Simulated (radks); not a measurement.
Results of a calculation; reference values are marked as such.
Ionisation of Yb2+, [Xe] 4f14, to Yb3+, [Xe] 4f13, under several functionals. Dirac Kohn-Sham, spin-unpolarised, spherical densities, finite nucleus; open shells are shared between the two j in proportion to 2j + 1; a radial shooting solver on a logarithmic mesh with Libxc functionals.

| functional | E(Yb2+) (hartree) | Exc (hartree) | IE (eV) | -e(HOMO) (eV) | <r> HOMO (bohr) | IE error (eV) |
|---|---|---|---|---|---|---|
| PBE | -14073.5932 | -294.3194 | 26.491 | 17.033 | 0.7902 | +1.438 |
| XLYP | -14075.3503 | -296.0748 | 26.387 | 16.971 | 0.7922 | +1.334 |
| exchange-only LDA | -14057.8457 | -278.4014 | 25.107 | 15.737 | 0.7935 | +0.054 |
| Wu-Cohen GGA | -14072.5358 | -293.2579 | 26.534 | 17.062 | 0.7897 | +1.481 |
| exchange-only PBE | -14069.5235 | -290.1853 | 25.188 | 15.845 | 0.7946 | +0.135 |
| OLYP | -14078.7489 | -299.6929 | 26.856 | 17.304 | 0.7860 | +1.803 |
| SOGGA | -14068.6859 | -289.3664 | 26.417 | 16.949 | 0.7899 | +1.364 |
| PW91 | -14075.0965 | -295.8418 | 26.591 | 17.133 | 0.7903 | +1.538 |

NIST Atomic Spectra Database: 25.05 eV (semi-empirical). Closest: exchange-only LDA. The Delta-SCF values span 1.75 eV, the total energies 20.90 hartree. The highest occupied level is 4f7/2. Spin polarisation and multiplet splitting are left out, so open shells lie too high by an amount that depends on their filling. Sharing an open shell by 2j + 1 raises it above the true ground level by a part of the spin-orbit splitting, which enters the differences from NIST.

Beside tabulated values, note that spin-unpolarised runs miss the spin-polarisation part of the exchange energy of open shells.
